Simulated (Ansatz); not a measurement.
```yaml
crystal:
  periodic: [false, false, false]
  atoms:
    - {symbol: P, position_ang: [-1.606270, 1.268891, 0.949988]}
    - {symbol: Se, position_ang: [0.298954, -0.402623, -0.832774]}
    - {symbol: Si, position_ang: [0.298954, -0.702623, -0.882774]}
    - {symbol: Se, position_ang: [2.222393, -1.863383, -1.220574]}
    - {symbol: H, position_ang: [-2.389727, 0.790384, 2.031903]}
    - {symbol: H, position_ang: [-1.120625, 2.381879, 1.684346]}
    - {symbol: H, position_ang: [0.218901, 0.510530, -1.731628]}
    - {symbol: H, position_ang: [-0.781213, -1.650439, -1.249857]}
    - {symbol: H, position_ang: [3.060987, -0.698695, -0.905337]}
basis:
  gaussian: {orbitals: cc-pVTZ-DK}
hamiltonian: {xc: {name: wB97}, pseudopotentials: {relativity: none}}
```

```sh
$ ansatz run in.yaml --threads 4 --pin off --events-out ev --progress --plain --max-ram 10444MiB
```

Shortened log:

```
Functional definition: wB97
1591 factors; their error is unknown
446 factors; integrals over basis functions are off by at most 2.4e-5 eV
mean field evaluation 1: about -143079.7931 eV, gradient 8.8e1 eV
mean field evaluation 2: about -143081.3592 eV, gradient 6.3e1 eV
mean field evaluation 4: about -143088.2937 eV, gradient 4.2e0 eV
mean field evaluation 8: about -143088.3909 eV, gradient 1.5e-1 eV
mean field evaluation 16: about -143088.1726 eV, gradient 3.8e-3 eV
a density is far from that of the atoms, so the factors are made again for it
1686 factors; integrals over basis functions are off by at most 6.2e-4 eV
463 factors; integrals over basis functions are off by at most 2.4e-5 eV
mean field -143088.17193206 eV, -5258.3933298568 hartree, gradient 2.3e-5 eV, S^2 0.000000; 0 other end points of the search recorded, 0 dependent functions left out
reference -143088.17192067 eV, -5258.3933294381 hartree; 51, 51 occupied and 173, 173 virtual orbitals, 1686 factors
WARN: the results are in doubt because the basis set is contracted for relativity, which is off
Total energy: -143088.17192067 eV, -5258.3933294381 hartree
In doubt: the basis set is contracted for relativity, which is off
```

Task: Something in this input is off. What?

Result: One atom was put on top of another. Self-consistency was reached. The result belongs to that input, not to the molecule as meant.
